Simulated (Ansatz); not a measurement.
A nudged elastic band was laid between two geometries of CH$_{10}$ClNSi$_{3}$ (16 atoms, charge 0, multiplicity 1).

All numbers below come from RKS revPBE-D4/6-31G in Ansatz.

```yaml
movable_images: 7
climbing_image: yes
spring: 5.0 eV/Å²
optimiser: quadratic models (default)
start_path: IDPP
force_threshold: 0.05 eV/Å
iteration_limit: 50
end_points: relaxed
```

Initial state:

```xyz
16
Properties=species:S:1:pos:R:3
C -2.259 -1.166 -0.336
Si -1.098 -0.906 1.182
Si 1.144 -0.823 0.402
Cl 1.416 -2.667 -0.854
Si 1.572 1.079 -0.968
N 1.196 2.539 -0.018
H -2.178 -0.316 -1.034
H -3.309 -1.259 -0.011
H -1.966 -2.085 -0.869
H -1.400 0.414 1.874
H -1.259 -2.016 2.201
H 2.163 -0.939 1.522
H 3.040 1.171 -1.323
H 0.746 0.953 -2.238
H 0.264 2.769 0.311
H 1.906 3.230 0.204
```

Final state:

```xyz
16
Properties=species:S:1:pos:R:3
C -1.946 -2.474 -0.083
Si -1.255 -0.751 0.438
Si 0.918 -0.414 -0.460
Cl 0.873 -1.223 -2.556
Si 1.547 1.884 -0.547
N 1.340 2.605 1.071
H -1.909 -2.574 -1.180
H -2.990 -2.588 0.254
H -1.340 -3.280 0.362
H -2.146 0.370 -0.066
H -1.168 -0.624 1.949
H 1.944 -1.271 0.266
H 2.969 2.028 -1.061
H 0.582 2.603 -1.464
H 0.592 3.260 1.273
H 1.968 2.426 1.848
```

(1) What changes between the two ends?

(2) What energy profile does the band end with?

(3) What is the geometry of the highest image?

## Answers

(1) No bond is made or broken. The dihedral C1–Si2–Si3–Si5 goes from 66 to 160°.

(2) The run converged. The highest image is number 4 of 0 to 8, 0.021 eV above the first end and 0.026 eV above the last; the last end lies 0.005 eV below the first. A vibrational analysis at the climbing image gives one clearly imaginary mode, 47i cm⁻¹, and a faint second one (35i cm⁻¹) that may be numerical noise or a soft torsion: probably a first-order saddle point. Limits of this set-up: no polarisation functions.

| image | path coordinate (Å) | energy (eV) | dihedral C1–Si2–Si3–Si5 (°) |
| --- | --- | --- | --- |
| 0 | 0.00 | 0.000 | 66 |
| 1 | 0.73 | 0.003 | 77 |
| 2 | 1.47 | 0.010 | 89 |
| 3 | 2.20 | 0.018 | 100 |
| 4 | 2.94 | 0.021 | 112 |
| 5 | 3.67 | 0.019 | 124 |
| 6 | 4.41 | 0.010 | 136 |
| 7 | 5.14 | 0.000 | 148 |
| 8 | 5.88 | -0.005 | 160 |

(3) 
```xyz
16
Properties=species:S:1:pos:R:3:forces:R:3
C -2.257 -1.894 -0.306 -0.01 -0.02 -0.01
Si -1.148 -0.837 0.861 0.01 0.01 0.01
Si 1.050 -0.663 -0.050 0.01 0.00 -0.01
Cl 1.125 -2.031 -1.832 0.00 0.00 0.00
Si 1.600 1.549 -0.757 0.00 -0.02 0.01
N 1.370 2.670 0.610 0.00 0.00 -0.01
H -2.302 -1.435 -1.306 0.00 0.00 0.00
H -3.280 -1.974 0.101 0.01 0.00 0.00
H -1.833 -2.905 -0.415 0.00 0.00 0.00
H -1.702 0.572 1.001 0.00 0.00 0.00
H -1.083 -1.434 2.255 0.00 0.00 0.00
H 2.100 -1.212 0.902 0.00 0.00 0.00
H 3.052 1.626 -1.179 0.00 0.00 0.00
H 0.685 1.930 -1.904 0.00 0.00 0.00
H 0.460 3.035 0.872 0.00 0.01 0.01
H 2.140 2.981 1.192 0.00 0.00 0.00
```

The run took 3.8 min on 1 thread of Intel(R) Xeon(R) 6975P-C (Granite Rapids), on a shared host, peak memory 0.18 GiB.
